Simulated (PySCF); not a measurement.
C3H10OSi2, SMILES C[Si@H]1CO[C@H]1[SiH3].

Geometry optimised at PBE0-D3(BJ)/def2-SVP. The structure was generated by enumeration; whether it is a known compound was not checked.

These are M06-2X/def2-TZVP (PySCF) values and carry that method's errors.

The molecule is in vacuum.

```yaml
total_energy: -774.46227 hartree
highest_occupied_level: -8.37 eV
lowest_empty_level: 0.93 eV
orbital_gap: 9.30 eV
dipole_moment: 2.32 D
quadrupole, principal values (traceless, Buckingham form, about the centre of nuclear charge): -4.13, -0.61, 4.74 D·Å
mean_static_polarisability: 89.7 bohr³ (13.29 Å³)
polarisability_principal_values: 79.7, 89.7, 99.7 bohr³
```
